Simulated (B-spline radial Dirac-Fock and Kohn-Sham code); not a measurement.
**Dipole and non-dipole photoemission parameters of Tc⁵⁺ 4d5/2**

System: technetium as Tc⁵⁺, configuration [Kr] 4d2; threshold 71.04 eV (orbital energy of the model). Calculated with a B-spline atomic structure program, using Dirac-Hartree-Slater photoionisation with a Latter tail; cross sections with all multipoles, angular parameters from the dipole term and its interference with E2.

For linearly polarised light dσ/dΩ = σ/(4π) [1 + β P₂(cos θ) + (δ + γ cos²θ) sin θ cos φ], with θ from the polarisation vector and φ the angle between the beam and the projection of the electron momentum on the plane normal to the polarisation.

```
hν (eV)   σ (kb)       β       γ       δ
   92.7     51.9  -0.475  -0.138   0.056
    127     92.5  -0.339   0.094  -0.011
    136     99.2  -0.143   0.081  -0.014
    192      110   0.571   0.010  -0.009
    204      107   0.657   0.003  -0.007
    219      102   0.746  -0.007  -0.005
    248     90.5   0.877  -0.016  -0.002
    318        ?       ?       ?       ?
    355     54.7   1.128  -0.016   0.008
    730     12.7   1.309   0.110   0.028
    800     10.2   1.310   0.139   0.031
    819     9.63   1.310   0.147   0.032
    872     8.24   1.308   0.169   0.034
   1000     5.82   1.297   0.222   0.039
   1130     4.21   1.281   0.273   0.044
 1253.6     3.17   1.264   0.320   0.049
   1370     2.47   1.246   0.362   0.053
   1590     1.61   1.212   0.438   0.062
   1830     1.06   1.174   0.514   0.071
   2090    0.702   1.134   0.587   0.082
   4000   0.0814   0.902   0.958   0.161
 5414.7   0.0274   0.788   1.121   0.218
 9251.7  0.00358   0.596   1.375   0.361
  11000  0.00180   0.538   1.443   0.421
  11900  0.00132   0.513   1.472   0.450
  12000  0.00127   0.510   1.474   0.453
  12100  0.00123   0.507   1.477   0.456
```

Q: Give the values at 318 eV.

A: σ = 65.1 kb, β = 1.066, γ = -0.020, δ = 0.005.
